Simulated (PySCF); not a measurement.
Geometries of 2 isomers of C5H8FN, from PBE0-D3(BJ)/def2-SVP geometry optimisation, gas phase (PySCF). One conformer each, no zero-point energy, no frequencies.

Question: Which is lower in electronic energy at this level?
A.
```xyz
15
angstrom
C     -2.005    0.654   -0.032
C     -0.529    0.694   -0.393
C      0.071   -0.695   -0.557
C      1.548   -0.689   -0.915
F      1.992   -1.973   -1.097
C      2.362   -0.043    0.129
N      2.980    0.472    0.959
H     -2.168    0.122    0.918
H     -2.415    1.668    0.080
H     -2.595    0.138   -0.806
H     -0.390    1.266   -1.327
H      0.028    1.244    0.385
H     -0.053   -1.284    0.367
H     -0.444   -1.248   -1.359
H      1.713   -0.134   -1.856
```
B.
```xyz
15
angstrom
C      2.447   -0.819    1.108
C      1.327   -0.116    0.898
N      0.352   -0.577    0.022
C     -0.730    0.074   -0.175
C     -1.749   -0.456   -1.131
C     -1.071    1.386    0.503
F     -2.306    1.833    0.120
H      2.600   -1.767    0.586
H      3.217   -0.463    1.796
H      1.192    0.837    1.432
H     -2.718   -0.604   -0.629
H     -1.934    0.264   -1.944
H     -1.390   -1.405   -1.546
H     -0.321    2.155    0.244
H     -1.064    1.264    1.600
```

Answer: A. That is `F[C@H](C#N)CCC`, 14.7 kcal/mol below the other.

```
        SMILES                           atoms numbered as above      E (Eh)  relative (kcal/mol)  relative (kJ/mol)  dipole (D)
CCC[C@H](F)C#N    [CH3:1][CH2:2][CH2:3][C@H:4]([F:5])[C:6]#[N:7]  -349.27314                  0.0                0.0        3.62
 C=C/N=C(/C)CF  [CH2:1]=[CH:2]/[N:3]=[C:4](/[CH3:5])[CH2:6][F:7]  -349.24967                 14.7               61.6        1.22
```

As drawn, the lower has a C≡N group, which the higher lacks; the higher has a C=N bond and a C=C bond outside aromatic rings, which the lower lacks.
